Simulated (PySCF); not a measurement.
# SMILES C[C@H]1COBO[C@@H]1F, C₄H₈BFO₂

Geometry (Å), atoms numbered from 1 in this order:
```xyz
16

C    -1.5234   -0.4637    0.5159
C    -0.5834    0.0649   -0.5632
C     0.0793    1.3836   -0.1449
O     1.0305    1.2007    0.8858
B     1.6692    0.0308    1.0121
O     1.4391   -1.0507    0.2036
C     0.5419   -0.9423   -0.8326
F     1.2222   -0.5332   -1.9688
H    -0.9846   -0.6112    1.4498
H    -1.9578   -1.4135    0.2129
H    -2.3277    0.2473    0.6875
H    -1.1309    0.2213   -1.4965
H     0.5892    1.8308   -1.0068
H    -0.6690    2.0894    0.2290
H     2.4430   -0.0999    1.8737
H     0.1550   -1.9454   -1.0688
```

Method: PySCF 2.14.0, TDDFT LC-wPBE/def2-SVPD circular dichroism and optical rotation, one conformer, gas phase. Geometry: GFN2-xTB.

Stereocentres: C2 S, C7 R.

Q: Give the optical rotatory dispersion at 633, 589.3, 546, 436, 405, 365, 355 nm.

A: [α] in deg dm⁻¹ (g/mL)⁻¹:
```csv
λ (nm),origin-invariant length gauge,modified velocity gauge,length gauge (centre of mass),isotropic polarisability (au)
633,+26.5,+26.3,+27.5,64.3
589.3,+30.7,+30.5,+31.9,64.5
546,+36.1,+35.8,+37.5,64.7
436,+58.3,+57.9,+60.5,65.5
405,+68.5,+68.0,+71.1,65.8
365,+86.2,+85.6,+89.5,66.4
355,+91.8,+91.0,+95.3,66.6
```

Q: And for the mirror image at 589.3 nm?

A: -30.7 deg dm⁻¹ (g/mL)⁻¹ (origin-invariant length gauge): the same size and the opposite sign.

Q: What is the molar rotation [Φ] = [α]·M/100 of the geometry above at 589.3 nm?

A: With M = 117.91 g/mol, +36.2 deg cm² dmol⁻¹ (origin-invariant length gauge).

The first excitation lies at 8.49 eV (146 nm) with R = -5.6 × 10⁻⁴⁰ esu² cm² (velocity form).
